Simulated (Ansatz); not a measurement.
C5H11Cl3Si, SMILES `CC(C)(C)C[Si](Cl)(Cl)Cl`, relaxed with RKS PBE0-D4/def2-TZVP in Ansatz from a PBE-D4/def2-SVP geometry. The force threshold is 0.005 eV/Å; the program also tests the step.

Charge 0, multiplicity 1.

Start:

```xyz
20

C    -1.662    0.215   -0.006
C    -0.174    0.464    0.306
C     0.411    1.456   -0.717
C    -0.054    1.073    1.719
C     0.626   -0.867    0.315
Si    0.791   -1.989   -1.176
Cl    1.753   -1.107   -2.788
Cl   -1.012   -2.760   -1.854
Cl    1.956   -3.597   -0.573
H    -2.236    1.160    0.082
H    -1.811   -0.177   -1.031
H    -2.107   -0.517    0.700
H    -0.110    2.432   -0.646
H     1.491    1.635   -0.535
H     0.303    1.091   -1.757
H    -0.471    0.392    2.489
H    -0.607    2.033    1.780
H     1.005    1.276    1.982
H     0.225   -1.543    1.104
H     1.682   -0.671    0.608
```

(1) By how much does the energy fall, and how many steps does the optimiser take? (Best estimate.)

(2) Which bonds change most? (An estimate is asked.)

(3) Give the relaxed structure. (Best estimate.)

## Answers

(1) Ansatz gave: 9.17 kJ/mol, in 4 steps.

(2) The calculation gave: Si6–Cl7 from 2.074 to 2.042 Å; Si6–Cl8 from 2.074 to 2.042 Å; Si6–Cl9 from 2.075 to 2.045 Å; C5–Si6 from 1.874 to 1.855 Å.

(3) Ansatz gave: 
```xyz
20

C    -1.648    0.218   -0.006
C    -0.173    0.460    0.301
C     0.403    1.446   -0.710
C    -0.053    1.061    1.701
C     0.619   -0.860    0.307
Si    0.791   -1.980   -1.162
Cl    1.738   -1.122   -2.754
Cl   -0.979   -2.744   -1.835
Cl    1.939   -3.562   -0.560
H    -2.211    1.148    0.104
H    -1.798   -0.143   -1.025
H    -2.081   -0.518    0.677
H    -0.100    2.412   -0.620
H     1.472    1.609   -0.544
H     0.274    1.099   -1.737
H    -0.464    0.386    2.457
H    -0.599    2.007    1.761
H     0.992    1.259    1.957
H     0.220   -1.519    1.089
H     1.658   -0.658    0.600
```
